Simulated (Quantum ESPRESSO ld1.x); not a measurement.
Task: All-electron atom: Pt3+ in [Xe] 4f14 5d7. Calculated with ld1.x of Quantum ESPRESSO 7.5: Dirac Kohn-Sham, BLYP, spin-unpolarised, spherical densities, point nucleus; open shells fill j = l - 1/2 first. Some entries of the table are withheld. Estimate them.

orbital,occ.,eigenvalue (eV),<r> (bohr)
1s1/2,2,-78357.404,(1)
2s1/2,2,(2),0.07168
2p1/2,2,(3),(4)
2p3/2,4,(5),(6)
3s1/2,2,-3263.955,0.1865
3p1/2,2,-3007.263,0.1768
3p3/2,4,-2627.034,0.1923
3d3/2,4,-2200.213,0.1676
3d5/2,6,-2118.270,0.1723
4s1/2,2,-728.626,0.4149
4p1/2,2,-619.798,0.4179
4p3/2,4,-529.199,0.4518
4d3/2,4,(7),0.4617
4d5/2,6,(8),0.4730
5s1/2,2,-136.390,0.9496
4f5/2,6,(9),0.5122
4f7/2,8,(10),0.5195
5p1/2,2,-101.500,1.027
5p3/2,4,-86.258,1.122
5d3/2,4,-39.434,1.470
5d5/2,3,-37.803,1.516

Result: 
(1) 1s1/2 <r> (bohr): 0.01714
(2) 2s1/2 eigenvalue (eV): -13783.499
(3) 2p1/2 eigenvalue (eV): -13210.817
(4) 2p1/2 <r> (bohr): 0.05906
(5) 2p3/2 eigenvalue (eV): -11481.077
(6) 2p3/2 <r> (bohr): 0.06749
(7) 4d3/2 eigenvalue (eV): -351.138
(8) 4d5/2 eigenvalue (eV): -334.296
(9) 4f5/2 eigenvalue (eV): -106.817
(10) 4f7/2 eigenvalue (eV): -103.359
